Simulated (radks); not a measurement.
The numbers below are computed, except where a source is named.
Task: The table gives one normalised radial function P(r) = r R(r) of He+ in 2p1 (r in bohr). Code: a radial shooting solver on a logarithmic mesh with Libxc functionals. Model: scalar-relativistic Kohn-Sham, r2SCAN, spin-polarised, spherical densities, finite nucleus; open shells are filled with parallel spins first; meta-GGA in the generalised Kohn-Sham scheme; Gaussian nuclear charge, rms radius 1.6755 fm.

| r | P |
|---|---|
| 0.03983 | 0.2037 |
| 0.04826 | 0.2428 |
| 0.05801 | 0.2862 |
| 0.07029 | 0.3384 |
| 0.08449 | 0.3954 |
| 0.1016 | 0.4594 |
| 0.1231 | 0.5334 |
| 0.1479 | 0.6102 |
| 0.1778 | 0.6912 |
| 0.2154 | 0.7773 |
| 0.259 | 0.8570 |
| 0.3113 | 0.9286 |
| 0.3771 | 0.9873 |
| 0.4533 | 1.0203 |
| 0.5493 | 1.0223 |
| 0.6603 | 0.9872 |
| 0.7936 | 0.9142 |
| 0.9616 | 0.7962 |
| 1.156 | 0.6549 |
| 1.389 | 0.5034 |
| 1.684 | 0.3494 |
| 2.024 | 0.2222 |
| 2.432 | 0.1246 |
| 2.947 | 0.0579 |
| 3.543 | 0.0231 |
| 4.293 | 0.0069 |
| 5.16 | 0.0016 |
| 6.202 | 0.0003 |
| 7.515 | 0.0000 |
| 9.033 | 0.0000 |

Which n and l does it have? It may be an empty orbital.

Result: n = 1, l = 0: the number of nodes gives n - l - 1 = 0, the rise at small r (about r^(l+1)) gives l, and the extent must fit the shell. The curve is that of 1s up; the table hardly tells the two spins apart. 1s up (empty): eigenvalue -48.193 eV, 0 radial nodes, <r> = 0.773 bohr, 90 % of the charge inside 1.38 bohr.
